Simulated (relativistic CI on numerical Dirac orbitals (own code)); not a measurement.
Calculated levels, Sc¹¹⁺

Computed by Dirac-Coulomb-Breit CI, KLI orbitals optimised for each configuration, model QED, unscaled Slater integrals (own radial code, finite nucleus).

Configuration list (outside the closed core 1s2): 2s²2p⁶, 2s²2p⁵3s, 2s²2p⁵3p, 2s²2p⁵3d, 2s2p⁶3s, 2s2p⁶3p, 2s²2p⁵4s, 2s2p⁶3d, 2s²2p⁵4p, 2s²2p⁵4d, 2s²2p⁵4f, 2s²2p⁵5s, 2s²2p⁵5p, 2s²2p⁴3s², 2s²2p⁵5d, 2s²2p⁵5f, 2s²2p⁵5g, 2s²2p⁴3s3p, 2s2p⁶4s, 2s2p⁶4p, 2s²2p⁴3p², 2s²2p⁴3s3d, 2s2p⁶4d, 2s2p⁶4f, 2s²2p⁴3p3d, 2s2p⁵3s², 2s2p⁶5s, 2s²2p⁴3d², 2s2p⁵3s3p, 2s2p⁶5p, 2s2p⁶5d, 2s2p⁶5f, 2s2p⁶5g, 2s2p⁵3p², 2s2p⁵3s3d, 2s2p⁵3p3d. Levels of other configurations are missing.

```
No.  Configuration  Term  J  E (10³ cm⁻¹)    %  Next component (%)  Lifetime (s)
  1         2s²2p⁶    ¹S  0           0.0  100                                  
  2       2s²2p⁵3s   ³P°  2        3227.4  100                          4.57e-05
  3       2s²2p⁵3s   ³P°  1        3237.5   58              41 ¹P°      4.10e-12
  4       2s²2p⁵3s   ³P°  0        3265.0  100                          1.54e-03
  5       2s²2p⁵3s   ¹P°  1        3273.3   58              41 ³P°      2.86e-12
  6       2s²2p⁵3p    ³S  1        3393.4   91                7 ³P      5.20e-10
  7       2s²2p⁵3p    ³D  2        3420.1   66               26 ¹D      3.07e-10
  8       2s²2p⁵3p    ³D  3        3421.3  100                          2.82e-10
  9       2s²2p⁵3p    ³D  1        3430.4   39               38 ¹P      2.85e-10
 10       2s²2p⁵3p    ³P  2        3438.1   66               34 ¹D      2.29e-10
 11       2s²2p⁵3p    ³D  1        3456.3   58               38 ¹P      3.15e-10
 12       2s²2p⁵3p    ³P  0        3457.4   98                2 ¹S      2.14e-10
 13       2s²2p⁵3p    ¹D  2        3467.9   41               34 ³D      2.58e-10
 14       2s²2p⁵3p    ³P  1        3468.0   67               23 ¹P      2.40e-10
 15       2s²2p⁵3p    ¹S  0        3570.5   97                2 ³P      5.86e-11
 16       2s²2p⁵3d   ³P°  0        3659.6   99                          1.26e-10
 17       2s²2p⁵3d   ³P°  1        3663.4   95               4 ³D°      3.58e-11
 18       2s²2p⁵3d   ³P°  2        3671.0   84              10 ³D°      1.28e-10
 19       2s²2p⁵3d   ³F°  4        3674.1  100                          1.25e-10
 20       2s²2p⁵3d   ³F°  3        3679.1   72              23 ¹F°      1.17e-10
 21       2s²2p⁵3d   ³F°  2        3687.7   51              30 ¹D°      1.12e-10
 22       2s²2p⁵3d   ³D°  3        3693.2   57              40 ¹F°      1.14e-10
 23       2s²2p⁵3d   ³D°  1        3711.7   88               8 ¹P°      1.41e-12
 24       2s²2p⁵3d   ³F°  2        3718.8   49              34 ¹D°      1.11e-10
 25       2s²2p⁵3d   ³D°  2        3722.9   54              30 ¹D°      1.13e-10
 26       2s²2p⁵3d   ³D°  3        3723.7   39              36 ¹F°      1.17e-10
 27       2s²2p⁵3d   ¹P°  1        3770.0   90               8 ³D°      1.30e-13
 28        2s2p⁶3s    ³S  1        4016.5   98       1 2s²2p⁵3p ³S      1.04e-11
 29        2s2p⁶3s    ¹S  0        4054.1   99                          1.61e-11
 30        2s2p⁶3p   ³P°  0        4204.5   98      1 2s²2p⁵4s ³P°      1.09e-11
 31        2s2p⁶3p   ³P°  1        4206.1   95               4 ¹P°      7.05e-12
 32        2s2p⁶3p   ³P°  2        4211.4   98      1 2s²2p⁵4s ³P°      1.06e-11
 33        2s2p⁶3p   ¹P°  1        4225.0   95               4 ³P°      7.83e-13
 34       2s²2p⁵4s   ³P°  2        4330.6   99       1 2s2p⁶3p ³P°      9.69e-12
 35       2s²2p⁵4s   ¹P°  1        4333.6   60              39 ³P°      4.97e-12
 36       2s²2p⁵4s   ³P°  0        4367.8   99       1 2s2p⁶3p ³P°      9.45e-12
 37       2s²2p⁵4s   ³P°  1        4369.7   60              40 ¹P°      5.62e-12
 38       2s²2p⁵4p    ³S  1        4398.2   78               19 ³P      1.29e-11
 39       2s²2p⁵4p    ³D  3        4402.4   96        4 2s2p⁶3d ³D      1.12e-11
 40       2s²2p⁵4p    ³D  2        4402.6   56               32 ¹D      1.09e-11
 41       2s²2p⁵4p    ¹P  1        4407.7   53               24 ³D      1.13e-11
 42       2s²2p⁵4p    ³P  2        4410.2   69               29 ¹D      1.22e-11
 43       2s²2p⁵4p    ³P  0        4427.8   87               13 ¹S      1.30e-11
 44       2s²2p⁵4p    ³D  1        4435.5   50       24 2s2p⁶3d ³D      1.12e-11
 45       2s²2p⁵4p    ¹D  2        4440.5   30               24 ³D      1.18e-11
```

Energies count from the lowest computed level; ° marks odd parity; lifetimes are radiative, by E1, M1, E2, M2 decay to levels of this space only.

The mean weight of the leading LS term, summed over parents, in these 45 levels is 76 %, and that of the leading jj configuration (from the same eigenvectors) 84 %.

At this charge energies of transitions that change n are usually good to better than 1 %, and those within a shell (Δn = 0) to a few per cent.

LS names give the leading component of a level, which can be under half, so a name can repeat, a term be missing and a line seem to break the LS rules.
